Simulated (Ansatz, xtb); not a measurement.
Relaxing a trial structure of H3SbSi

The starting geometry of this gas-phase singlet has its atoms placed at random.

```xyz
5

Sb   -0.0895   -0.1249   -0.8973
Si    1.2977   -1.0843    0.6530
H    -0.3983    1.4930    0.4928
H     0.1310    1.7032   -0.9642
H     0.7085    1.1451    0.7617
```

Problem. One run relaxed it with r2SCAN-D4/def2-SVP. What is a likely outcome?

Solution. It ends as a structure given below by its coordinates. Distances that change by over a tenth: Sb1–H3 (2.16 → 2.50 Å). Contacts that close: Si2–H3 (3.09 → 1.77 Å), Si2–H5 (2.31 → 1.74 Å).

The energy falls by 4.16 eV over 17 steps:

```
step  E − E(last) (eV)
   1             4.158
   3             1.505
   5             0.202
   6             0.087
   8             0.047
  10             0.008
  12             0.004
  13             0.002
  15             0.000
  17             0.000
```

Final geometry (Å):

```json
{"atom": "Sb", "x (Å)": "-0.1473", "y (Å)": "-0.1018", "z (Å)": "-1.4458"}
{"atom": "Si", "x (Å)": "0.8225", "y (Å)": "-0.5761", "z (Å)": "0.7747"}
{"atom": "H", "x (Å)": "0.4948", "y (Å)": "1.1577", "z (Å)": "0.6127"}
{"atom": "H", "x (Å)": "-0.3517", "y (Å)": "1.6062", "z (Å)": "-1.3055"}
{"atom": "H", "x (Å)": "0.8311", "y (Å)": "1.0461", "z (Å)": "1.4098"}
```

From the same start GFN2-xTB ends elsewhere, in pieces: HSbSi + H2.

From so rough a start the end depends on the optimiser's path, so another program may land elsewhere. No frequencies were run, so the end isn't proven a minimum. Atoms past krypton carry core potentials, without spin–orbit terms. Run with Ansatz 0.2.0, 60 s on 1 thread of AMD EPYC (Zen 3) (shared host).
